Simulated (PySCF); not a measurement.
Question: What does the GFN2-xTB structure of `Cl[Si](Cl)(Cl)[Si](Cl)(C)C` look like in three dimensions?

Answer: 
```xyz
14
C2H6Cl4Si2 angstrom
C     -0.2073   -1.6713   -0.8969
Si    -0.3041   -0.2846    0.4062
C     -1.6158    1.0089   -0.0813
Cl    -0.8391   -1.1065    2.1844
Si     1.7833    0.7591    0.5847
Cl     1.8182    2.2714    1.9397
Cl     3.2846   -0.5114    1.0906
Cl     2.3004    1.5778   -1.2056
H     -1.1612   -2.1789   -1.0099
H      0.5291   -2.4211   -0.6205
H      0.0728   -1.2780   -1.8693
H     -1.3761    1.4718   -1.0335
H     -2.6020    0.5620   -0.1712
H     -1.6836    1.8002    0.6604
```

Any rigid rotation of these coordinates is as good. Atoms count from 1 in this order. Si5 (chlorine-bound silicon) is distorted tetrahedral (angles from 106.4° to 113.5°). Si2 (chlorine-bound silicon) is tetrahedral (angles from 108.5° to 110.7°).

Bonds between heavy atoms (Å): C1–Si2 1.905, Si2–C3 1.906, Si2–Cl4 2.031, Si2–Si5 2.341, Si5–Cl6 2.031, Si5–Cl7 2.031, Si5–Cl8 2.035.

The geometry is computed with GFN2-xTB (gas phase).

Point group: Cs (every atom within 0.08 Å of its image). No GFN2-xTB frequencies stand behind this structure, so it isn't proved a minimum.
